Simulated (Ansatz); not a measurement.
Start from `CB(O)CO` and change one atom or group to get `CNB(C)O`.

Ansatz, PBE0-D4/def2-TZVP geometries, multiplicity 1. Each molecule was computed in one conformer, which needn't be the lowest.

| property | `CB(O)CO` |
| --- | --- |
| size of the dipole moment (B3LYP/def2-TZVPP) / D | 2.77 |
| HOMO–LUMO gap (PBE0/def2-TZVPP) / eV | 7.79 |
| LUMO energy (PBE0/def2-TZVPP) / eV | 0.41 |
| HOMO energy (B3LYP/def2-TZVPP) / eV | -7.15 |
| LUMO energy (B3LYP/def2-TZVPP) / eV | 0.13 |
| size of the dipole moment (PBE/def2-TZVPP) / D | 2.68 |

(1) What does the change do to each property? (An estimate is asked.)

## Answers

(1) Ansatz gave: 
```tsv
property	`CNB(C)O`	shift
size of the dipole moment (B3LYP/def2-TZVPP) / D	2.56	-0.21
HOMO–LUMO gap (PBE0/def2-TZVPP) / eV	7.85	0.06
LUMO energy (PBE0/def2-TZVPP) / eV	0.68	0.27
HOMO energy (B3LYP/def2-TZVPP) / eV	-6.94	0.21
LUMO energy (B3LYP/def2-TZVPP) / eV	0.33	0.20
size of the dipole moment (PBE/def2-TZVPP) / D	2.53	-0.15
```

With PBE0 the HOMO rises by 0.22 eV and the LUMO rises by 0.27 eV, so the gap widens by about 0.05 eV. PBE moves the HOMO by -0.03 eV and ωB97M-V by 0.28 eV. Dipoles are sizes alone; their direction can turn.

B3LYP here is the variant with VWN-RPA as its local correlation; programs differ in this.
